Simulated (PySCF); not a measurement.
**Basis-set dependence of population analyses: `CCCCCCO`**

C6H14O.
Cartesian coordinates in Å at the PBE0-D3(BJ)/def2-SVP level; atoms count from 1:
```
atom  x, y, z in Å
C1    -3.4844   -0.0392    0.1763
C2    -2.1256    0.5443   -0.1763
C3    -0.9618   -0.3619    0.2005
C4     0.4029    0.2138   -0.1487
C5     1.5641   -0.6929    0.2292
C6     2.9264   -0.1126   -0.1120
O7     3.9878   -0.9790    0.1848
H8    -3.5695   -0.2280    1.2587
H9    -4.3050    0.6366   -0.1084
H10   -3.6516   -0.9999   -0.3370
H11   -2.0824    0.7571   -1.2593
H12   -1.9996    1.5214    0.3230
H13   -1.0838   -1.3405   -0.2985
H14   -1.0018   -0.5754    1.2845
H15    0.4421    0.4252   -1.2328
H16    0.5227    1.1933    0.3494
H17    1.4669   -1.6705   -0.2736
H18    1.5260   -0.9030    1.3152
H19    2.9827    0.0860   -1.1951
H20    3.0454    0.8714    0.3888
H21    3.9568   -1.1699    1.1279
```

PBE0 throughout (PySCF), one geometry, spherical d and f functions. Isolated species at its PBE0-D3(BJ)/def2-SVP geometry (one conformer only). The first 7 of 14 kinds of atom are listed.

Mulliken charges (e):

```csv
basis,functions,C1,C2,C3,C4,C5,C6,O7
STO-3G,49,-0.231,-0.138,-0.138,-0.139,-0.151,-0.049,-0.289
pcSseg-0,91,-0.627,-0.516,-0.456,-0.481,-0.522,-0.081,-0.671
6-31G,91,-0.492,-0.314,-0.299,-0.317,-0.339,-0.073,-0.616
6-31G*,126,-0.524,-0.317,-0.309,-0.326,-0.353,-0.056,-0.646
cc-pVDZ,168,-0.071,-0.103,-0.071,-0.084,-0.104,+0.129,-0.277
def2-SVP,168,-0.064,-0.094,-0.072,-0.084,-0.105,+0.180,-0.330
pcSseg-1,189,-0.268,-0.274,-0.245,-0.257,-0.287,+0.100,-0.451
"6-311+G(2d,p)",273,-0.720,-0.097,-0.189,-0.079,-0.328,-0.210,-0.390
aug-cc-pVDZ,287,+0.465,+0.713,+0.431,+0.464,+0.637,+1.159,-0.545
def2-TZVP,301,-0.358,-0.163,-0.212,-0.216,-0.209,-0.006,-0.435
```

IAO charges (e):

| basis | functions | C1 | C2 | C3 | C4 | C5 | C6 | O7 |
| --- | --- | --- | --- | --- | --- | --- | --- | --- |
| STO-3G | 49 | -0.391 | -0.253 | -0.249 | -0.247 | -0.271 | -0.131 | -0.336 |
| pcSseg-0 | 91 | -0.420 | -0.260 | -0.256 | -0.260 | -0.285 | -0.069 | -0.506 |
| 6-31G | 91 | -0.428 | -0.252 | -0.252 | -0.256 | -0.277 | -0.073 | -0.528 |
| 6-31G* | 126 | -0.408 | -0.239 | -0.239 | -0.243 | -0.264 | -0.036 | -0.535 |
| cc-pVDZ | 168 | -0.407 | -0.238 | -0.239 | -0.243 | -0.263 | -0.035 | -0.536 |
| def2-SVP | 168 | -0.397 | -0.234 | -0.234 | -0.238 | -0.258 | -0.031 | -0.533 |
| pcSseg-1 | 189 | -0.407 | -0.240 | -0.240 | -0.245 | -0.264 | -0.036 | -0.545 |
| 6-311+G(2d,p) | 273 | -0.420 | -0.246 | -0.246 | -0.250 | -0.270 | -0.040 | -0.565 |
| aug-cc-pVDZ | 287 | -0.418 | -0.245 | -0.244 | -0.248 | -0.268 | -0.039 | -0.564 |
| def2-TZVP | 301 | -0.421 | -0.247 | -0.246 | -0.250 | -0.270 | -0.038 | -0.561 |

Hirshfeld charges (e):

```csv
basis,functions,C1,C2,C3,C4,C5,C6,O7
STO-3G,49,-0.042,-0.011,-0.014,-0.013,-0.024,+0.055,-0.190
pcSseg-0,91,-0.101,-0.048,-0.050,-0.049,-0.062,+0.015,-0.241
6-31G,91,-0.100,-0.050,-0.052,-0.051,-0.063,+0.015,-0.247
6-31G*,126,-0.101,-0.053,-0.054,-0.053,-0.064,+0.011,-0.238
cc-pVDZ,168,-0.109,-0.059,-0.060,-0.059,-0.072,+0.002,-0.221
def2-SVP,168,-0.112,-0.060,-0.061,-0.060,-0.073,+0.003,-0.228
pcSseg-1,189,-0.114,-0.064,-0.064,-0.063,-0.076,+0.002,-0.233
"6-311+G(2d,p)",273,-0.115,-0.070,-0.071,-0.070,-0.082,-0.005,-0.233
aug-cc-pVDZ,287,-0.122,-0.073,-0.074,-0.073,-0.086,-0.008,-0.230
def2-TZVP,301,-0.118,-0.070,-0.070,-0.069,-0.082,-0.006,-0.232
```

Question: Which scheme is steadiest as the basis changes?

Answer: Largest range over the bases for any column: Hirshfeld 0.08 e, IAO 0.23 e, Mulliken 1.37 e. Hirshfeld charges move least and Mulliken charges most, counted in e. Without the minimal STO-3G basis the ranges are Hirshfeld 0.03, IAO 0.06, Mulliken 1.37 e.

Question: How much do the charges still move between the two largest bases, aug-cc-pVDZ and def2-TZVP?

Answer: At most, over all atoms: Mulliken 1.166 e, IAO 0.003 e, Hirshfeld 0.005 e.

Question: What do the same runs give for the total energy, the frontier levels and the dipole moment?

Answer: 
```tsv
basis	energy (Eh)	HOMO (eV)	LUMO (eV)	μ (D)
STO-3G	-308.0889	-4.06	9.14	1.40
pcSseg-0	-311.1891	-7.42	2.04	2.10
6-31G	-311.8256	-7.40	2.38	2.10
6-31G*	-311.9060	-7.37	2.55	1.71
cc-pVDZ	-311.9315	-7.42	1.85	1.56
def2-SVP	-311.6927	-7.51	1.73	1.66
pcSseg-1	-311.8788	-7.67	1.38	1.75
6-311+G(2d,p)	-312.0107	-7.77	0.29	1.80
aug-cc-pVDZ	-311.9567	-7.75	-0.12	1.74
def2-TZVP	-312.0330	-7.72	1.02	1.70
```

The dipole is fixed by the density alone, so its range of 0.70 D shows that the density itself changes with the basis, not only its division among atoms.
